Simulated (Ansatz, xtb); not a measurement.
Molecule: CsI (charge 0, singlet). 
Structure (B3LYP-D3(BJ)/def2-TZVP (Ansatz, a quantum-chemistry and plane-wave program) minimum search):
```
Cs
I 1 3.3768
```

Harmonic wavenumbers from GFN2-xTB (xtb, at its own minimum), cm⁻¹: 121.

**Question.** Give the harmonic wavenumbers at B3LYP-D3(BJ)/def2-TZVP (Ansatz, finite differences of forces, unscaled).

**Answer.** 113 cm⁻¹. Zero-point energy 0.2 kcal/mol.

**Question.** From these and the geometry, give the ideal-gas thermochemistry at 298.15 K and 1 atm (rigid rotor, harmonic oscillator).

**Answer.** Point group C∞v, rotational symmetry number 1. Rotational constants 0.6827, 0.6827 GHz. S(trans) 42.56, S(rot) 20.10, S(vib) 3.22, S(elec, spin only) 0.00, S 65.9 cal/(mol K). H(298) - H(0) 2.52 kcal/mol; G - E(el) -17.0 kcal/mol.
